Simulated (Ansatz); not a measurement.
The lowest singlet and triplet of C3H4 (SMILES [CH]C=C); geometries from B3LYP-D3(BJ)/def2-TZVP, each state relaxed from the structure named, with no frequency check, low spin by broken symmetry.
Singlet (charge 0, multiplicity 1):
```
atom    x (Å)    y (Å)    z (Å)
----  -------  -------  -------
C     -1.2037   0.3194  -0.3605
C     -0.1034  -0.3733   0.0457
C      1.1399   0.1713   0.3074
H     -2.0659  -0.0275  -0.9171
H     -0.2219  -1.4519   0.1925
H      1.9723  -0.4541   0.5965
H      1.3185   1.2291   0.1721
```
Triplet (charge 0, multiplicity 3):
```xyz
7

C     -1.175     0.291    -0.460
C     -0.098    -0.370     0.045
C      1.132     0.180     0.345
H     -2.182     0.033    -0.747
H     -0.227    -1.441     0.230
H      1.929    -0.429     0.746
H      1.326     1.232     0.187
```

A positive gap puts the triplet lower; no zero-point energy. R- takes a restricted singlet, here one determinant of a half-filled degenerate or near-degenerate pair, which mixes singlet states. U- takes an unrestricted singlet (broken symmetry where lower, unprojected). The triplet is unrestricted in single-reference levels. Active spaces average the two states.

Correlated levels freeze the cores.

The values were computed with Ansatz (an electronic-structure program). 

```json
[
 {"level": "R-HF/cc-pVTZ", "gap E(singlet) − E(triplet), adiabatic (eV)": "1.924"},
 {"level": "R-SVWN5/def2-TZVPP", "gap E(singlet) − E(triplet), adiabatic (eV)": "0.660"},
 {"level": "U-PBE0/def2-TZVPP (spin-contaminated)", "gap E(singlet) − E(triplet), adiabatic (eV)": "0.343"},
 {"level": "R-BHLYP/def2-TZVPP", "gap E(singlet) − E(triplet), adiabatic (eV)": "1.035"},
 {"level": "R-wB97X-V/def2-TZVPP", "gap E(singlet) − E(triplet), adiabatic (eV)": "0.844"},
 {"level": "U-B2PLYP/def2-TZVPP (spin-contaminated)", "gap E(singlet) − E(triplet), adiabatic (eV)": "0.308"},
 {"level": "R-CCSD/cc-pVDZ", "gap E(singlet) − E(triplet), adiabatic (eV)": "0.967"},
 {"level": "SA-CASSCF(4,4)/cc-pVTZ", "gap E(singlet) − E(triplet), adiabatic (eV)": "0.713"},
 {"level": "FIC-NEVPT4(SD) on SA-CASSCF(4,4)/cc-pVTZ", "gap E(singlet) − E(triplet), adiabatic (eV)": "…"}
]
```

Task: Some entries are withheld; supply them.

Result: 
- FIC-NEVPT4(SD) on SA-CASSCF(4,4)/cc-pVTZ, gap E(singlet) − E(triplet), adiabatic (eV): 0.593

Doubts at one or more of the structures used: a restricted determinant that unrestricted orbitals would lower (R-HF/cc-pVTZ, R-SVWN5/def2-TZVPP, R-BHLYP/def2-TZVPP, R-wB97X-V/def2-TZVPP, R-CCSD/cc-pVDZ); a spin-contaminated determinant (R-HF/cc-pVTZ, R-CCSD/cc-pVDZ); T1 above 0.05 (R-CCSD/cc-pVDZ).
